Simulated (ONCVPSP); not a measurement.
**What the settings do to the ONCV potential of Pr (Z = 59)**

Base potential:

```
Element                 : praseodymium (Pr)
Generator               : ONCVPSP 4.0.1
Type                    : optimised norm-conserving Vanderbilt (ONCV)
Functional              : PBEsol
Relativity              : fully relativistic
Frozen core             : [Kr] 4d10 4f2
Valence charge          : 11
Reference configuration : 5s2 5p6 5d1 6s1 (charge +1)
Partial waves           : 5s+6s: rc 1.90 bohr, ncon 3, nbas 8, qcut 6.1 1/bohr, 2 projectors; 5p: rc 2.25 bohr, ncon 5, nbas 9, qcut 6.8 1/bohr, 2 projectors, debl 2.8 Ha; 5d: rc 3.25 bohr, ncon 4, nbas 8, qcut 4.6 1/bohr, 2 projectors, debl 3.1 Ha
Local potential         : polynomial inside 1.85 bohr (lpopt 3, dvloc0 6 Ha)
Core correction         : Teter function, fcfact 2.25, rcfact 1.3
```

Open shells are filled in proportion to 2j + 1.

All-electron outer shells of the reference configuration (PBEsol, scalar-relativistic, ld1.x):

| shell | level (eV) | outermost node (bohr) | outermost maximum (bohr) |
| --- | --- | --- | --- |
| 5s | -48.20 | 0.73 | 1.33 |
| 5p | -29.96 | 0.79 | 1.51 |
| 4f | -12.26 | – | 0.68 |
| 6s | -8.65 | 1.76 | 3.48 |
| 5d | -8.60 | 0.89 | 2.09 |

Cutoffs, loose and tight: the cutoffs (Ha) at which the residual kinetic energy of the hardest occupied pseudo-wave falls to 1 and 0.1 mHa per electron. They do not see the model core or the augmentation charge, which bear on the density cutoff. Test errors are all-electron minus pseudo excitation energies from the reference, over the configurations 5s2 5p6 5d1 6s2; 5s2 5p6 5d1 6s0; 5s2 5p6 5d0 6s0; 5s2 5p6 5d0 6s2. A dash means not determined; rows that change the core or the reference have their own tests. The largest error is taken over the tests solved by every variant that gives reliable tests at all: 5s2 5p6 5d0 6s0; 5s2 5p6 5d1 6s0; 5s2 5p6 5d1 6s2.

A true bound ghost makes a file unfit for plane-wave use even where its test errors are small: the radial tests pick states by their node count and pass the ghost by.

```csv
change,outcome,"cutoff, loose","cutoff, tight",bound ghosts,GHOST(+) flags above zero,largest test error (meV)
base,generated,15 Ha,18 Ha,s,"p3/2, d3/2",-20
s: qcut 5,generated,15 Ha,18 Ha,none,"p3/2, d3/2",-20
s: qcut 5.4,generated,15 Ha,18 Ha,none,"s, p3/2, d3/2",-20
s: qcut 6.9,"failed: ERROR pspot: first pseudo wave function has node, program will stop",–,–,–,–,–
s: qcut 7.5,"failed: ERROR pspot: first pseudo wave function has node, program will stop",–,–,–,–,–
s: qcut 7.9,"failed: ERROR pspot: first pseudo wave function has node, program will stop",–,–,–,–,–
s: qcut 8.7,"failed: ERROR pspot: first pseudo wave function has node, program will stop",–,–,–,–,–
s: qcut 9,"failed: ERROR pspot: first pseudo wave function has node, program will stop",–,–,–,–,–
```

Problem. What comes out with this change to the base: s: qcut 3.7?

Solution. outcome: generated; cutoff, loose: 30 Ha; cutoff, tight: 70 Ha; bound ghosts: none; GHOST(+) flags above zero: p3/2, d3/2; largest test error (meV): -21.

Problem. What comes out with this change to the base: s: qcut 4.4?

Solution. outcome: generated; cutoff, loose: 15 Ha; cutoff, tight: 50 Ha; bound ghosts: none; GHOST(+) flags above zero: p3/2, d3/2; largest test error (meV): -21.

Reading the sweep of the qcut of the s channel (base included, trends over the rows without a ghost): The loose cutoff falls from 30 Ha at 3.7 to 15 Ha at 5.4 1/bohr. Bound ghosts are found at 6.1 1/bohr. The generation fails at 6.9, 7.5, 7.9, 8.7, 9 1/bohr.
